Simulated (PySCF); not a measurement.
## Molecular orbitals of NaI⁺

r²SCAN at R = 3.172 Å; basis Na def2-SVP, I def2-SVP with ECP28; scalar-relativistic core potentials; PySCF 2.14. State: ²Π (doublet), unpaired electrons π ↑. Only the outer orbitals are listed, counted within each symmetry, core potentials removing the inner ones.

```csv
spin,orbital,occ.,ε (eV),on Na (%),main shells (%)
α,3π,1,-36.66,100,100 Na p
α,3π,1,-36.66,100,100 Na p
α,6σ,1,-36.63,100,100 Na p
α,7σ,1,-23.23,1,99 I s
α,4π,1,-13.13,1,99 I p
α,8σ,1,-12.32,5,94 I p
α,4π,1,-11.83,1,99 I p
α,9σ,0,-5.66,97,98 Na s
α,5π,0,-3.40,97,97 Na p
α,5π,0,-3.30,98,97 Na p
β,3π,1,-36.66,100,100 Na p
β,3π,1,-36.66,100,100 Na p
β,6σ,1,-36.63,100,100 Na p
β,7σ,1,-22.15,1,99 I s
β,8σ,1,-11.96,7,93 I p
β,4π,1,-11.46,1,99 I p
β,4π,0,-10.89,1,99 I p
β,9σ,0,-5.59,97,97 Na s
β,5π,0,-3.27,98,97 Na p
```

Problem. Which are the highest filled and the lowest empty level, where do they sit, and how wide is the gap?

Solution. Highest filled β 4π at -11.46 eV (in %: 99 I p); lowest empty β 4π at -10.89 eV (in %: 99 I p); the gap at r²SCAN is 0.57 eV. Both belong to one degenerate shell, split only by its one-sided filling, so this is no excitation gap.

```
bond order (Mayer)                                                                                                : 0.31
⟨S²⟩                                                                                                              : 0.753
charge on Na (Mulliken, basis-dependent)                                                                          : 0.84
charge on Na (Löwdin, basis-dependent)                                                                            : 0.64
dipole moment (positive dipole points towards I; it is taken about the centre of mass and depends on that origin) : -10.88 D
```

Spin–orbit coupling is left out. The state was picked by a PBE0 search and need not be the measured ground state.
